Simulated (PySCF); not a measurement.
## Removing an electron from selenium hexafluoride

Compound: selenium hexafluoride, SeF6.
Geometry (PBE0-D3(BJ)/def2-SVP, Å), atoms numbered from 1 in this order:
```xyz
7
SeF6 angstrom
F     -0.322   -1.533    0.663
Se     0.000    0.001   -0.004
F      0.956   -0.727   -1.212
F      1.374    0.145    0.995
F     -1.373   -0.143   -1.002
F      0.323    1.535   -0.671
F     -0.955    0.729    1.204
```

Level: CAM-B3LYP/def2-SVPD (PySCF). Frontier orbitals with their largest atomic shares (Löwdin; up to four atoms above 4 %):

```json
{"orbital": "HOMO−3", "ε (eV)": "-15.36", "main atoms": "F5 20 %, F4 20 %, F7 18 %, F3 18 %"}
{"orbital": "HOMO−2", "ε (eV)": "-14.53", "main atoms": "?"}
{"orbital": "HOMO−1", "ε (eV)": "-14.53", "main atoms": "?"}
{"orbital": "HOMO", "ε (eV)": "-14.52", "main atoms": "?"}
{"orbital": "LUMO", "ε (eV)": "-3.13", "main atoms": "Se2 22 %, F6 13 %, F5 13 %, F7 13 %"}
{"orbital": "LUMO+1", "ε (eV)": "1.28", "main atoms": "Se2 53 %, F6 8 %, F5 8 %, F7 8 %"}
{"orbital": "LUMO+2", "ε (eV)": "1.30", "main atoms": "Se2 74 %, F1 5 %, F6 5 %, F5 4 %"}
```

What vertical ionisation energy does ΔSCF give, and how far is −ε(HOMO) from it?

ΔSCF: 15.82 eV (1526 kJ/mol; threshold wavelength 78.4 nm); ⟨S²⟩ of the doublet left behind is 0.757, against 0.75 for a pure doublet. −ε(HOMO) is 14.52 eV, 1.30 eV below it. In exact Kohn–Sham theory the two would be equal; CAM-B3LYP (range-separated hybrid) falls short of its own ΔSCF value by 8 %.

On which atoms does the HOMO lie?

HOMO: F4 25 %, F5 25 %, F7 24 %, F3 24 %; HOMO−1: F4 25 %, F5 25 %, F1 24 %, F6 24 %; HOMO−2: F1 25 %, F6 25 %, F3 25 %, F7 25 %. These 3 orbitals lie within 0.02 eV of one another; within a degenerate set any mixture serves as well, and the shares of a single orbital can change with the mixture. The HOMO−3 lies 0.84 eV lower.

And the vertical electron affinity, the fundamental gap, Mulliken's electronegativity and the hardness (with the factor ½)?

EA = 2.03 eV by ΔSCF (−ε(LUMO) = 3.13 eV). IE − EA = 13.79 eV against an orbital gap of 11.39 eV; (IE + EA)/2 = 8.93 eV; (IE − EA)/2 = 6.90 eV.

How many of the 10 lowest singlet excitations (vertical TDDFT, same level) lie below the ionisation energy?

All 10; they run from 7.00 to 9.51 eV.

The lowest singlet excitation (vertical TDDFT, same level) lies at 7.00 eV. How far is it below IE − EA?

IE − EA = 13.79 eV, so by 6.79 eV.

Isolated species at its PBE0-D3(BJ)/def2-SVP geometry, gas phase. The calculation is non-relativistic, for selenium too.
